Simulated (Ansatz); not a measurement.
C2H7InN can be A, `C[N](C)[InH]`•, or B, `[CH2][N](C)[InH2]`•.

Calculated with Ansatz (gas phase, PBE0-D4/def2-TZVP geometries, no zero-point term in ΔE). CCSD(T)/CBS adds triple-zeta CCSD(T) − MP2 to the extrapolated MP2 energy (def2 sets, frozen cores). DFT in def2-TZVPP. B3LYP here is the variant with VWN-RPA as its local correlation; programs differ in this. Open shells (•) are unrestricted, without spin–orbit coupling. def2 core potentials past Kr. For In outer-core shells are correlated without core-valence functions, which leaves a few kJ/mol of doubt a bond.

A:

```xyz
11

C     0.781   -0.587   -0.639
N    -0.245    0.192    0.002
C    -0.203    0.094    1.435
In   -1.587    1.300   -1.055
H     0.725   -0.494   -1.727
H     1.790   -0.268   -0.331
H     0.695   -1.658   -0.394
H     0.759    0.444    1.842
H    -0.993    0.696    1.892
H    -0.335   -0.944    1.779
H    -1.386    1.223   -2.804
```

B:

```xyz
11

C    -1.006   -0.262    1.016
N    -0.206   -0.079    0.057
C    -0.581    0.789   -1.036
In    1.882   -1.210   -0.056
H    -0.707   -0.911    1.836
H    -1.991    0.211    1.047
H     0.167    1.579   -1.128
H    -0.565    0.216   -1.965
H    -1.572    1.231   -0.894
H     1.768   -1.781    1.604
H     2.813    0.218   -0.480
```

Question: Which isomer does CCSD(T)/CBS put lower? Give the gap. (Estimate.)

Answer: Ansatz gave: A, by 54.2 kJ/mol.

Question: Give E(B) − E(A) in kJ/mol with r2SCAN-D4, B3LYP-D4, PBE0-D4, CCSD(T)/def2-TZVPP, B3LYP, MP2/def2-TZVPP, HF/def2-TZVPP. (Best estimate.)

Answer: The calculation gave: r2SCAN-D4 55.7, B3LYP-D4 52.3, PBE0-D4 61.6, CCSD(T)/def2-TZVPP 49.7, B3LYP 49.9, MP2/def2-TZVPP 66.6, HF/def2-TZVPP 31.2. None reverses the order clearly.

Largest T1 diagnostic: 0.019.

In def2-TZVPP, CCSD(T) changes the Hartree–Fock value by +18.5 kJ/mol (the triples alone add +0.8 kJ/mol) and MP2 by +35.4 kJ/mol. From PBE to PBE0 (25 % exact exchange), in def2-TZVPP and without D4, E(B) − E(A) moves by +3.4 kJ/mol.
